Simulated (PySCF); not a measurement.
Compound: C5H9Si (doublet state).
Atom-mapped SMILES: `[CH3:1][C:2]#[C:3][Si:4]([CH3:5])[CH3:6]` (hydrogens: H7, H8, H9 on C1; H10, H11, H12 on C5; H13, H14, H15 on C6)

Structure used (GFN2-xTB), in Å, numbered top down from 1:
```
atom  x, y, z in Å
C1     3.3783   -0.2588   -0.1043
C2     1.9536   -0.1141   -0.3060
C3     0.7542   -0.0095   -0.4280
Si4   -1.0103    0.2078   -0.8706
C5    -2.0136   -1.3916   -0.6390
C6    -1.7955    1.6809    0.0411
H7     3.7605   -1.0675   -0.7282
H8     3.8888    0.6659   -0.3748
H9     3.5952   -0.4870    0.9401
H10   -3.0238   -1.2899   -1.0259
H11   -1.5425   -2.2255   -1.1497
H12   -2.0871   -1.6485    0.4165
H13   -1.8738    1.4726    1.1070
H14   -2.7943    1.8965   -0.3283
H15   -1.1939    2.5767   -0.0775
```

Computed with UKS B3LYP, pcH-1 on C H Si, non-relativistic, mean-field spin-orbit, GIAO (PySCF 2.14.0). Geometry: GFN2-xTB; no solvent, vibrations or thermal averaging. GFN2-xTB frequencies show an imaginary mode (21i cm⁻¹), so this geometry is no minimum at that level. A GFN2-xTB geometry isn't a minimum of the functional, and hyperfine couplings can be far from their values at a DFT geometry, by a factor of two or more for some ions and for spin on atoms past the first row. No stability test was run, so a lower SCF solution isn't excluded.

Problem. Match the computed a_iso(13C) values +30.6, +21.6, +15.0, -5.8 MHz (means over equivalent nuclei) with the sites C1; C2; C3; C5/C6.

Solution. 
```tsv
site	a_iso (MHz)	ρ(0) (bohr⁻³)	position	distance from Si4 (Å)	spin population	largest |T| (MHz)
C1	-5.8	-0.0052	3 bonds from Si4	4.48	-0.01	0.5
C2	+15.0	+0.0134	2 bonds from Si4	3.03	+0.17	25.4
C3	+21.6	+0.0192	1 bond from Si4	1.83	-0.10	9.9
C5/C6	+30.6	+0.0272	1 bond from Si4	1.90	0.00	8.0
```

Problem. Match the computed a_iso(1H) values +19.6, +13.0 MHz (means over equivalent nuclei) with the sites H7/H8/H9; H10 (×6).

Solution. 
```csv
site,a_iso (MHz),ρ(0) (bohr⁻³),position,distance from Si4 (Å),bound to,spin population there,largest |T| (MHz)
H7/H8/H9,+13.0,+0.0029,4 bonds from Si4,4.96,C1,-0.01,2.2
H10 (×6),+19.6,+0.0044,2 bonds from Si4,2.51,C5/C6,0.00,5.7
```

ρ(0) is the spin density at the nucleus and T the dipolar tensor; a_iso includes a spin–orbit part; entries for several nuclei are means. Largest spin populations (Mulliken): Si4 (+0.89), C2 (+0.17) and C3 (-0.10). The positive populations add up to 1.13 and the negative ones to -0.13, together 2S = 1. The angles at Si4 add up to 336.2°, so it is pyramidal.

The spin density at the nucleus, in bohr⁻³, is negative for C1 (-0.0052), for instance. A restricted open-shell determinant has no negative spin density anywhere; here it arises because α and β orbitals differ (spin polarisation).

Nuclei that the bonding pattern makes equivalent are averaged, as if the motion that swaps them (rotation, inversion, ring flip) were fast. The six 1H nuclei of mean +19.6 MHz run from 0.9 to 55.4 MHz in the frozen geometry. The three 1H nuclei of mean +13.0 MHz run from 7.1 to 24.0 MHz in the frozen geometry.

On one thread, AMD EPYC 7B13 (x86_64), shared host with 64 logical CPUs at a one-minute load of 9.1, this took 44 s wall (with the writing of density and orbital grids) and 0.93 GiB of memory at its peak.
